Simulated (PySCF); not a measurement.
**Worked example for benzenethiol: ionisation energy to the radical cation**

Structure: `Sc1ccccc1` (C6H6S).

Energies: ωB97X-D3(BJ)/ma-def2-TZVP (PySCF, density fitting, integration grid level 2) on PBE0-D3(BJ)/def2-SVP structures. Zero-point energies come from unscaled PBE0-D3(BJ)/def2-SVP harmonic frequencies.

| state | structure | E / Eh |
| --- | --- | --- |
| parent | parent | -630.659039 |
| radical cation | parent | -630.350802 |
| radical cation | radical cation | -630.356174 |
| parent | radical cation | -630.654162 |

Zero-point energy of the radical cation less that of the parent: 0.006 eV. 1 Eh = 27.2114 eV.

Problem. Work out the vertical and adiabatic ionisation energy.

Solution. Vertical: (-630.350802) − (-630.659039) = 0.308237 Eh = 8.39 eV. Adiabatic: 0.302865 Eh = 8.241 eV, and 8.25 eV with zero-point energy.

Problem. And the inner reorganisation energy of self-exchange?

Solution. The radical cation relaxes by 146.2 meV and the parent by 132.7 meV, so λ = 279 meV.

---

## Worked example for ethynylcyclohexane: ionisation energy to the radical cation

Structure: `C#CC1CCCCC1` (C8H12).

Level of theory: ωB97X-D3(BJ)/ma-def2-TZVP single points in PySCF, grid level 2; every species was optimised with PBE0-D3(BJ)/def2-SVP. Zero-point energies come from unscaled GFN2-xTB harmonic frequencies. These were taken at the GFN2-xTB minima.

| state | structure | E / Eh |
| --- | --- | --- |
| parent | parent | -312.306612 |
| radical cation | parent | -311.945777 |
| radical cation | radical cation | -311.954756 |
| parent | radical cation | -312.289287 |

Zero-point energy of the radical cation less that of the parent: -0.143 eV. 1 Eh = 27.2114 eV.

Problem. Work out the vertical and adiabatic ionisation energy.

Solution. Vertical: (-311.945777) − (-312.306612) = 0.360835 Eh = 9.82 eV. Adiabatic: 0.351856 Eh = 9.575 eV, and 9.43 eV with zero-point energy.

Problem. And the inner reorganisation energy of self-exchange?

Solution. The radical cation relaxes by 244.3 meV and the parent by 471.4 meV, so λ = 716 meV.

---

# Worked example for ethylene: ionisation energy to the radical cation

Structure: `C=C` (C2H4).

Level of theory: ωB97X-D3(BJ)/ma-def2-TZVP single points in PySCF, grid level 2; every species was optimised with PBE0-D3(BJ)/ma-def2-SVP. The prefix ma- adds one diffuse s and one diffuse p function on all atoms but H. Zero-point energies come from unscaled PBE0-D3(BJ)/ma-def2-SVP harmonic frequencies.

```csv
state,structure,E / Eh
parent,parent,-78.657987
radical cation,parent,-78.270179
radical cation,radical cation,-78.277360
parent,radical cation,-78.637190
```

Zero-point energy of the radical cation less that of the parent: -0.064 eV. 1 Eh = 27.2114 eV.

Problem. Work out the vertical and adiabatic ionisation energy.

Solution. Vertical: (-78.270179) − (-78.657987) = 0.387808 Eh = 10.55 eV. Adiabatic: 0.380627 Eh = 10.357 eV, and 10.29 eV with zero-point energy.

Problem. And the inner reorganisation energy of self-exchange?

Solution. The radical cation relaxes by 195.4 meV and the parent by 565.9 meV, so λ = 761 meV.
